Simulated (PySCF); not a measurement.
SMILES [SH][Cd][GeH3], singlet, B3LYP/def2-SVP optimised geometry.

```
7

Cd    -1.49    -1.99     2.02
S     -2.37    -3.18     3.90
H     -3.07    -2.11     4.34
Ge    -0.54    -0.74     0.00
H     -1.01    -1.37    -1.33
H     -1.00     0.74     0.00
H      1.00    -0.74     0.00
```

Density from B3LYP/def2-TZVP, def2 effective core potentials past Kr (PySCF) at that geometry. The core electrons that the potentials of Cd replace are not part of the density.

Minimum of the electron density along straight lines between bonded atoms, close to the bond critical point (lines longer than 1.1 times the sum of covalent radii, or with two minima, are not listed):

| bond | length / Å | ρ at the minimum / e bohr⁻³ | ∇²ρ there / e bohr⁻⁵ | position (fraction from the first atom) |
|---|---|---|---|---|
| Cd1–S2 | 2.395 | 0.079 | [?] | 0.48 |
| S2–H3 | 1.355 | 0.207 | [?] | 0.64 |
| Cd1–Ge4 | 2.557 | [?] | 0.01 | 0.50 |
| Ge4–H5 | 1.546 | 0.130 | 0.06 | 0.59 |
| Ge4–H6 | 1.547 | 0.129 | 0.06 | 0.59 |
| Ge4–H7 | 1.546 | 0.130 | 0.06 | 0.59 |

Q: Fill in the missing entries.

A: 
- Cd1–S2, ∇²ρ there / e bohr⁻⁵: 0.16
- S2–H3, ∇²ρ there / e bohr⁻⁵: -0.56
- Cd1–Ge4, ρ at the minimum / e bohr⁻³: 0.067
